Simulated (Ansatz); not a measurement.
Wavefunction ladder for Cl2FH3MoO3 (`[OH][Mo]([OH])([OH])([F])([Cl])[Cl]`)

| atom | x (Å) | y (Å) | z (Å) |
| --- | --- | --- | --- |
| O1 | 1.4309 | 0.6883 | -0.8218 |
| Mo2 | -0.1113 | 0.0524 | -0.0329 |
| O3 | 0.1107 | -1.6606 | -0.7076 |
| O4 | 0.7245 | -0.3972 | 1.5408 |
| F5 | -1.2867 | 0.1854 | -1.4763 |
| Cl6 | -2.0600 | -0.2100 | 1.2180 |
| Cl7 | -0.4604 | 2.3595 | 0.2970 |
| H8 | 1.6578 | 1.6262 | -0.7964 |
| H9 | -0.3025 | -1.8929 | -1.5487 |
| H10 | 0.2970 | -0.7511 | 2.3279 |

Total charge 0; spin multiplicity 1. Correlated methods include outer-core shells of Mo, which these sets cover unevenly. Mo: def2 effective core potential. The structure was optimised at the PBE0-D4/def2-TZVP level. It is one conformer, not always the lowest. Frozen core, restricted reference, the Gaussian-basis code of Ansatz.

| basis | HF (Eh) | MP2 corr. | CCSD corr. | (T) | CCSD(T) total |
| --- | --- | --- | --- | --- | --- |
| def2-SVP | -1311.78088 | -1.49915 | -1.46140 | -0.06780 | -1313.31008 |
| def2-TZVPP | ? | ? | – | – | – |
| def2-QZVPP | ? | ? | – | – | – |

(1) Fill in the withheld values. (An estimate is asked.)

## Answers

(1) The calculation gave: def2-TZVPP HF (Eh): -1312.55398; def2-TZVPP MP2 corr.: -1.99553; def2-QZVPP HF (Eh): -1312.60184; def2-QZVPP MP2 corr.: -2.16581.
